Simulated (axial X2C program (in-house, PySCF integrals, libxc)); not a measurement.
**Spin–orbit effects down a group: molecules with H (ions), CCSD(T)**

All values come from calculations with an in-house all-electron X2C program for linear molecules (integrals from PySCF), spin-free (one-electron X2C) or two-component (2c: spin–orbit coupling with atomic mean-field Coulomb and Gaunt terms, which also bring small scalar terms), in Dyall basis sets with cores contracted in-house; open shells are unrestricted.

Basis sets: Ge dyall-cv3z, H dyall-v3z, Pb dyall-cv3z, Si dyall-v3z, Sn dyall-cv3z. Frozen shells (counts by l): SiH⁺ Si 2s1p, H none, 4 electrons correlated; GeH⁺ Ge 3s2p, H none, 14 electrons correlated; SnH⁺ Sn 4s3p1d, H none, 14 electrons correlated; PbH⁺ Pb 5s4p2d1f, H none, 14 electrons correlated. Coupled cluster in natural virtuals with an MP2 remainder. Where the outer core of a metal is frozen, bonds come out longer and ionisation energies lower. Frozen cores can differ along the series, which adds to the trend.

```
molecule  spin-free state  Re (Å)  ωe (cm⁻¹)  De (eV)  2c state  Re 2c (Å)  ωe 2c (cm⁻¹)  De 2c (eV)
    SiH⁺   M_S = 0, Λ = 0   1.512     2145.8     3.34     Ω = 0      1.512        2145.5        3.32
    GeH⁺   M_S = 0, Λ = 0   1.570     2008.0     3.09     Ω = 0      1.570        2006.3        2.97
    SnH⁺   M_S = 0, Λ = 0   1.753     1826.6     2.81     Ω = 0      1.753        1822.4        2.50
    PbH⁺   M_S = 0, Λ = 0   1.821     1718.6     2.61     Ω = 0      1.811        1675.6        1.77
```

(1) Work out the shifts from the spin-free to the two-component result.

Fragments in 2c: Si+ + H, Ge+ + H, Sn+ + H, Pb+ + H. Each entry is the lowest single determinant of a limited PBE0 search at one distance. De goes to single-determinant-based atoms at the same level (for ions the charge split of lowest energy) and is withheld (n/a) where an atom does not fit its ground term or J level. Main or longest-lived isotopes.

## Answers

(1) 

```
molecule  2c state  ΔRe (Å)  Δωe (cm⁻¹)  ΔDe (eV)
    SiH⁺     Ω = 0    0.000        -0.3     -0.02
    GeH⁺     Ω = 0    0.000       noise     -0.12
    SnH⁺     Ω = 0    0.000        -4.2     -0.31
    PbH⁺     Ω = 0   -0.010       -43.0     -0.84
```

Shifts of one unit in the last digit are rounding. Where the truncated virtual spaces of the two runs make Δωe unreliable it is marked noise.
